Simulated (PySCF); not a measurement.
A run for PySCF: R-MP2/6-31G* on H2Se (SMILES [SeH2]) with ghost functions, monomers drawn apart or pushed together.

```python
from pyscf import gto, scf, dft, mp
from pyscf.data.elements import chemcore

mol = gto.M(
    atom='''
    Se    0.69699541   -0.11878245    4.59963048
    H     0.65528881   -1.51781293    4.16199036
    H     0.95542325   -0.50332969    5.99800848
    ghost-O   -0.03281218   -0.38616358    0.22298971
    ghost-H    0.71613780    0.20229907    0.07938891
    ghost-H   -0.79865345    0.19173448    0.30870595
    ''',
    basis='6-31g*',
    cart=True,
    charge=0, spin=0, verbose=3, max_memory=1800)
mf = scf.RHF(mol)
mf.conv_tol = 1e-8
mf.max_cycle = 100
mf.kernel()
if not mf.converged:
    mf = mf.newton().run(mf.mo_coeff, mf.mo_occ)
pt = mp.MP2(mf, frozen=chemcore(mol)).run()
```

The log:

```
converged SCF energy = -2400.69373443781
E(RMP2) = -2400.9598082506  E_corr = -0.266073812784089
E(SCS-RMP2) = -2400.94290620654  E_corr = -0.249171768728376
```

Self-consistency was reached.

Cost: about 0.7 core-seconds (a rough figure).
